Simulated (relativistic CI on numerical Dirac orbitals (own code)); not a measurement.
**Hyperfine structure of Gd5+, mass number 155**

Calculated at this level of theory: Dirac-Coulomb-Breit CI, KLI orbitals optimised for each configuration, a model potential for QED, valence Slater integrals scaled by 0.85, P86 correlation energy added to each configuration (own radial code, finite nucleus).

CI space (outside the closed core [Kr] 4d10 5s2): 4f⁶5p⁵, 4f⁴5p⁶5d, 4f⁴5p⁶6s. The list is cut by size and lacks configurations that can hold low levels.

Nuclear spin I = 3/2, μ = -0.2591 μN, Q = 1.27 b (tables of Stone and Pyykkö). The electronic factors are computed for point nuclear moments, without core polarisation or the Bohr-Weisskopf and QED corrections.

```json
{"Level": "4f⁶5p⁵ ⁸F°7/2", "E (cm⁻¹)": "0.0", "A (MHz)": "-197.7", "B (MHz)": "-4490"}
{"Level": "4f⁶5p⁵ ⁸F°9/2", "E (cm⁻¹)": "131.4", "A (MHz)": "-172.3", "B (MHz)": "-2650"}
{"Level": "4f⁶5p⁵ ⁸F°5/2", "E (cm⁻¹)": "334.9", "A (MHz)": "-244.2", "B (MHz)": "-5960"}
{"Level": "4f⁶5p⁵ ⁸F°11/2", "E (cm⁻¹)": "731.5", "A (MHz)": "-159.5", "B (MHz)": "-408"}
{"Level": "4f⁶5p⁵ ⁸F°3/2", "E (cm⁻¹)": "1155.5", "A (MHz)": "-314.5", "B (MHz)": "-6340"}
{"Level": "4f⁶5p⁵ ⁸F°13/2", "E (cm⁻¹)": "1909.6", "A (MHz)": "-154.1", "B (MHz)": "2730"}
{"Level": "4f⁶5p⁵ ⁸F°1/2", "E (cm⁻¹)": "2342.4", "A (MHz)": "-98.56", "B (MHz)": ""}
{"Level": "4f⁶5p⁵ ⁸G°15/2", "E (cm⁻¹)": "11290.6", "A (MHz)": "-192.1", "B (MHz)": "-10900"}
```

Levels with J = 0, under 50 % of one LS term, or S terms without an open s electron are left out. Small factors come from cancelling terms and can be off by tens of per cent or more.

At this charge configurations can still be misplaced by up to about 7 % of their energy. Levels and lines within the n = 5 or 6 shells can be off by up to 10 % or somewhat more, and those that change n by about 2 %, since core polarisation is missing.

Task: Give the hyperfine levels of 4f⁶5p⁵ ⁸F°7/2 relative to its centre of gravity.

Result: With K = F(F + 1) − I(I + 1) − J(J + 1), E = AK/2 + B[¾K(K + 1) − I(I + 1)J(J + 1)]/[2I(2I − 1)J(2J − 1)]: F = 2: -1069, F = 3: 1543, F = 4: 2034, F = 5: -2160 MHz.

LS names give the leading component of a level, which can be under half, so a name can repeat, a term be missing and a line seem to break the LS rules.
